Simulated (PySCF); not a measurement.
In(H)(Cl)(NH2) (ClH3InN), SMILES [NH2][InH][Cl]. Geometry optimised at PBE0-D3(BJ)/def2-SVP. The def2 effective core potentials stand for the cores of In; spin–orbit coupling is left out. The values are those of a single conformer.

Level of theory: PBE0-D3(BJ)/def2-SVP run with PySCF.

Harmonic wavenumbers (cm⁻¹): 120, 239, 315, 359, 429, 463, 635, 737, 1508, 1875, 3601, 3717. Rotational constants (GHz): 10.13, 2.723, 2.148; symmetry number 1.

### Question
Work out the zero-point energy and the ideal-gas rigid-rotor harmonic-oscillator thermochemistry at 298.15 K and 1 atm.

### Answer
ZPE = ½ Σ hcν = ½ × 13998 cm⁻¹ = 20.01 kcal/mol. H − E(el) = 24.10 kcal/mol. Entropy in cal/(mol K): translation 41.25, rotation 26.10, vibration 9.68, total 77.03. G − E(el) = 1.13 kcal/mol. Cp = 19.41 cal/(mol K). Modes under 150 cm⁻¹ make the vibrational entropy uncertain.
